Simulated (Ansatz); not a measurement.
A series at Ge: from `[F][Ge]([F])([F])[F]`, ligands are replaced one by one, each step taking up H₂S and setting free H–F; n counts the steps. Ansatz, PBE0-D4/def2-TZVP geometries. Each molecule was computed in one conformer, which needn't be the lowest.

CBS adds triple-zeta CCSD(T) − MP2 to the MP2 limit, frozen cores; atoms without spin–orbit coupling. Outer-core shells of Ge are correlated without core-valence functions. Scalar relativity is left out up to krypton. Spin–orbit coupling is left out.

| n | molecule | atomization energy, CCSD(T)/CBS (kJ/mol) |
| --- | --- | --- |
| 0 | `[F][Ge]([F])([F])[F]` | 1934.2 |
| 1 | `[F][Ge]([F])([F])[SH]` | 2110.6 |
| 2 | `[F][Ge]([F])([SH])[SH]` | ? |
| 3 | `[F][Ge]([SH])([SH])[SH]` | 2444.2 |
| 4 | `[SH][Ge]([SH])([SH])[SH]` | 2611.4 |

Task: By hand: fit a straight line y = ȳ + b (n − n̄) to the 4 given rows and predict n = 2.

Result: n̄ = 2.000, ȳ = 2275.10; Σ(n − n̄)(y − ȳ) = 1688.00, Σ(n − n̄)² = 10.000, so b = 168.80 kJ/mol a step. Prediction: 2275.10 + (168.80) × (0.000) = 2275.1 kJ/mol.

Task: By hand: compare with the computed value, 2278.9 kJ/mol, and give the steps along the whole series.

Result: The line misses by 3.8 kJ/mol (computed minus predicted). Steps: 176.4, 168.3, 165.3, 167.2 kJ/mol.

The steps differ by at most 11.1 kJ/mol, 7 % of a mean step, so the ligands' effects nearly add and a line is close. The miss is 0.6 % of the series' range. The energies themselves are unsure by some kJ/mol a bond, though much of that is common to the series.
